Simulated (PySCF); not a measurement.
C2H6O2Si2.
SMILES: `[SiH2]1O[SiH2]CC1=O`

Method: PySCF, TDDFT B3LYP/def2-SVPD, vertical, gas phase, core orbitals frozen in the response. Isolated species at its GFN2-xTB geometry (one conformer only).

| state | E (eV) | λ (nm) | ν̃ (cm⁻¹) | f | main configurations (H = HOMO, L = LUMO) |
| --- | --- | --- | --- | --- | --- |
| S1 | 3.27 | 379.4 | 26350 | 0.0013 | H→L (98%) |
| S2 | 5.31 | 233.5 | 42820 | 0.0090 | H→L+1 (97%) |
| S3 | 5.79 | 214.1 | 46710 | 0.0084 | H→L+2 (92%) |
| S4 | 5.92 | 209.3 | 47780 | 0.0019 | H-1→L (74%), H→L+3 (22%) |
| S5 | 6.01 | 206.2 | 48490 | 0.061 | H→L+3 (68%), H-1→L (23%) |
| S6 | 6.27 | 197.9 | 50540 | 0.015 | H-2→L (94%) |
| S7 | 6.78 | 182.9 | 54670 | 0.0030 | H→L+4 (93%) |
| S8 | 6.84 | 181.3 | 55150 | 0.044 | H→L+5 (52%), H→L+6 (39%) |

Triplets, Tamm–Dancoff:

```csv
state,E (eV),λ (nm),"main configurations (H = HOMO, L = LUMO)"
T1,2.65,467.3,H→L (97%)
T2,5.12,242.2,H→L+1 (92%)
T3,5.45,227.7,"H-2→L (41%), H-3→L (23%), H-5→L (21%)"
```

The lowest singlet lies at 3.27 eV (379 nm, ultraviolet) and is very weak; its leading configuration is HOMO→LUMO (98%). The most intense listed level is S5 at 6.01 eV (206 nm, f = 0.061), 2.74 eV above S1. S1 has the pattern of n→π* at C=O. Orbital energies (eV): HOMO-3 -9.88, HOMO-2 -9.09, HOMO-1 -8.63, HOMO -6.65, LUMO -1.76, LUMO+1 -0.38, LUMO+2 0.01. The listed states span 3.57 eV, and the widest gap between neighbours is 2.04 eV (S1 to S2). Weighted by f, the mean energy of these states is 6.22 eV. No computed singlet lies in the visible range (380 to 750 nm); the lowest, at 379 nm, stands 0.00 eV above its violet end (3.26 eV); a Tamm–Dancoff triplet lies at 467 nm, without intensity as long as spin–orbit coupling is left out. The window holds the lowest 8 singlets.

Time: 27 s; peak memory 0.72 GiB. Hardware: Arm Neoverse V1, one thread, no GPU, shared host with 32 logical CPUs at a one-minute load of 28.
